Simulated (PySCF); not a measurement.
Atomic charges by several schemes

Compound: C9H10.
Atom-mapped SMILES: `[CH2:1]=[CH:2]/[CH:3]=[C:4]1[CH:5]=[CH:6][C:7]\1=[CH:8]\[CH3:9]` (hydrogens: H10, H11 on C1; H12 on C2; H13 on C3; H14 on C5; H15 on C6; H16 on C8; H17, H18, H19 on C9)

Cartesian coordinates in Å at the GFN2-xTB level; atoms count from 1:
```
atom  x, y, z in Å
C1     2.776   -0.539   -2.100
C2     2.018    0.283   -1.378
C3     0.878   -0.157   -0.612
C4     0.116    0.666    0.115
C5     0.109    2.108    0.398
C6    -0.981    2.013    1.194
C7    -1.090    0.557    0.993
C8    -1.922   -0.377    1.432
C9    -1.865   -1.831    1.107
H10    2.569   -1.596   -2.149
H11    3.624   -0.190   -2.664
H12    2.244    1.340   -1.342
H13    0.655   -1.214   -0.650
H14    0.737    2.921    0.086
H15   -1.563    2.713    1.764
H16   -2.729   -0.077    2.091
H17   -1.036   -2.056    0.446
H18   -1.755   -2.413    2.023
H19   -2.794   -2.143    0.629
```

Density: PBE0/pcSseg-1 (PySCF); schemes: Mulliken, IAO, Hirshfeld and ESP-fitted. Isolated species at its GFN2-xTB geometry (one conformer only).

Problem. Which atoms carry the lowest charge in the Mulliken, IAO, Hirshfeld and ESP-fitted schemes?

Solution. The schemes don't all agree: Mulliken C9 (-0.204); IAO C9 (-0.418); Hirshfeld C9 (-0.115); ESP-fitted C1 (-0.463).

Problem. Do the Mulliken, IAO, Hirshfeld and ESP-fitted schemes agree on where the charge is highest?

Solution. The schemes don't all agree: Mulliken H18 and H19 (+0.128); IAO H15 (+0.158); Hirshfeld H15 (+0.059); ESP-fitted C4 (+0.304).

Problem. Tabulate the Mulliken, IAO, Hirshfeld and ESP-fitted charges.

Solution. In e:

```csv
atom,environment,Mulliken,IAO,Hirshfeld,ESP-fitted
C1,terminal =CH2 carbon,-0.138,-0.321,-0.103,-0.463
C2,alkene CH carbon,-0.175,-0.130,-0.047,-0.032
C3,alkene CH carbon,-0.056,-0.171,-0.061,-0.375
C4,fully substituted alkene carbon,-0.089,+0.007,-0.005,+0.304
C5,alkene CH carbon,-0.078,-0.156,-0.044,-0.277
C6,alkene CH carbon,-0.034,-0.136,-0.036,-0.122
C7,fully substituted alkene carbon,-0.065,-0.008,-0.020,-0.215
C8,alkene CH carbon,-0.179,-0.159,-0.049,-0.010
C9,allylic carbon,-0.204,-0.418,-0.115,-0.358
H10,vinylic hydrogen,+0.109,+0.145,+0.044,+0.191
H11,vinylic hydrogen,+0.114,+0.153,+0.045,+0.182
H12,vinylic hydrogen,+0.099,+0.144,+0.046,+0.143
H13,vinylic hydrogen,+0.109,+0.144,+0.046,+0.230
H14,vinylic hydrogen,+0.064,+0.156,+0.057,+0.184
H15,vinylic hydrogen,+0.060,+0.158,+0.059,+0.168
H16,vinylic hydrogen,+0.082,+0.145,+0.044,+0.115
H17,methyl hydrogen,+0.125,+0.143,+0.044,+0.095
H18,methyl hydrogen,+0.128,+0.152,+0.047,+0.121
H19,methyl hydrogen,+0.128,+0.152,+0.047,+0.120
```

Mean size of the charges over all atoms: ESP-fitted 0.195 e, IAO 0.158 e, Mulliken 0.107 e, Hirshfeld 0.051 e. Each set sums to the total charge, 0, to within 0.001 e. The Hirshfeld scheme divides the density at each point in proportion to the densities of the neutral, spherically averaged free atoms.

Problem. How many electrons does the ESP-fitted scheme count on C7?

Solution. Z − q = 6 − (-0.215) = 6.215.

Problem. Sum the charges by element.

Solution. 
```json
{"element": "C", "atoms": "9", "Mulliken": "-1.018", "IAO": "-1.492", "Hirshfeld": "-0.480", "ESP-fitted": "-1.548"}
{"element": "H", "atoms": "10", "Mulliken": "+1.018", "IAO": "+1.492", "Hirshfeld": "+0.480", "ESP-fitted": "+1.548"}
```
